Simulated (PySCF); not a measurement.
## Quadrupolar nuclei of Au(NH3)Cl in NMR

Compound: Au(NH3)Cl (singlet state).
Cartesian coordinates in Å at the PBE0-D3(BJ)/def2-SVP level; atoms count from 1:
```
atom  x, y, z in Å
Au1   -0.0070    0.0008   -1.2120
N2     0.0033    0.0004    0.8879
H3    -0.4118    0.8526    1.2673
H4     0.9534   -0.0647    1.2564
H5    -0.5235   -0.7884    1.2658
Cl6   -0.0145   -0.0006   -3.4655
```

Computed at PBE0/pcSseg-1 (def2-TZVP on Au) (PySCF, non-relativistic but for the core potentials past Kr):

| atom | environment | nucleus | spin I | Q (b) | CQ = χzz (MHz) | η |
| --- | --- | --- | --- | --- | --- | --- |
| N2 | nitrogen bonded to Au and 3 H | 14N | 1 | 0.02044 | -2.395 | 0.000 |
| Cl6 | chlorine bonded to Au | 35Cl | 3/2 | -0.0817 | -47.305 | 0.000 |

Problem. Give the quadrupolar product PQ = |CQ|√(1 + η²/3), the quadrupolar frequency νQ = 3|CQ|/[2I(2I − 1)] and the Larmor frequency ν0 = |g| × 7.62259 MHz/T × B at 21.15 T, with g(14N) = 0.40376, g(35Cl) = 0.54792.

Solution. 
```
atom  PQ (MHz)  νQ (MHz)  ν0 (MHz)  νQ/ν0
  N2     2.395     3.593     65.09  0.055
 Cl6     47.31     23.65     88.33  0.268
```

For N2: PQ = 2.395 × 1.0000, νQ = 2.395 × 1.5000, ν0 = 3.0777 MHz/T × 21.15 T.

Geometry: PBE0-D3(BJ)/def2-SVP; no solvent, vibrations or thermal averaging. Atoms past krypton carry effective core potentials; spin–orbit coupling is left out. These gradients aren't converged with respect to the basis.
